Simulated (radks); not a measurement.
The numbers below are computed, except where a source is named.
Code: a radial shooting solver on a logarithmic mesh with Libxc functionals. Model: scalar-relativistic Kohn-Sham, PBEsol, spin-polarised, spherical densities, point nucleus; open shells are filled with parallel spins first (spin-orbit coupling, left out, can overturn this in heavy ions). Each species is in its NIST ground configuration. Rank Yb, Pm, Dy, Tb, Eu, Er, Sm, La, Gd, Lu, Tm, Ho, Pr, Ce, Nd by radius at which the density is 0.001 e/bohr^3 (bohr), largest first.

Answer. La 5.48, Ce 5.43, Pr 5.39, Nd 5.36, Pm 5.32, Sm 5.29, Eu 5.26, Gd 5.23, Tb 5.19, Dy 5.16, Ho 5.13, Er 5.10, Tm 5.07, Yb 5.05, Lu 5.05.
